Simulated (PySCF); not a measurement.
Two-component Hartree-Fock for V⁴⁺ (vanadium, charge +4)

Start: [Ar] 3d1; 3d3/2 filled at m_j = +3/2. Calculated with PySCF 2.14 in x2c-QZVPPall-2c: generalised Hartree-Fock with the X2C-1e Hamiltonian and a Gaussian nucleus; one run each with spin-orbit coupling (SO) switched off, then screened by Boettger's factors.

```
spinor shell  electrons  ε, spin-free (eV)  ε, screened SO (eV)  weight of nominal j (screened SO)  rms radius, screened SO (bohr)
       1s1/2          2            -5577.7              -5577.7                              1.000                          0.0768
       2s1/2          2            -715.84              -715.81                              1.000                           0.332
       2p1/2          2            -604.29              -609.48                              1.000                           0.301
       3s1/2          2            -141.50              -141.49                              1.000                           0.986
       3p1/2          2            -107.71              -109.31                              0.935                            1.05
       3p3/2          4            -107.71              -106.90                              0.968                            1.05
       3d3/2          1            -65.640              -65.683                              0.956                            1.18
```

Task: Where does 2p3/2 lie, and what is the 2p spin-orbit splitting (screened SO)?

Result: At -601.71 eV, 7.769 eV above 2p1/2.

```json
{"quantity": "E (hartree)", "spin-free": "-944.71635", "screened SO": "-944.72699"}
{"quantity": "M_J", "spin-free": "3/2", "screened SO": "3/2"}
{"quantity": "⟨J²⟩", "spin-free": "4.485", "screened SO": "3.974"}
{"quantity": "⟨L²⟩", "spin-free": "6.008", "screened SO": "6.007"}
{"quantity": "⟨S²⟩", "spin-free": "0.752", "screened SO": "0.752"}
```

Each row is a mean over spinors that exchange with the open shell spreads, by up to 5.200 eV (3p1/2).

⟨J²⟩ departs a little from M_J(M_J + 1) because the unrestricted spinors polarise the closed shells.

Without spin-orbit coupling the j labels of p, d and f shells carry no meaning; the spin-free column gives the mean over the occupied spinors of each nl shell, and its ⟨J²⟩ belongs to a mixture of degenerate components.
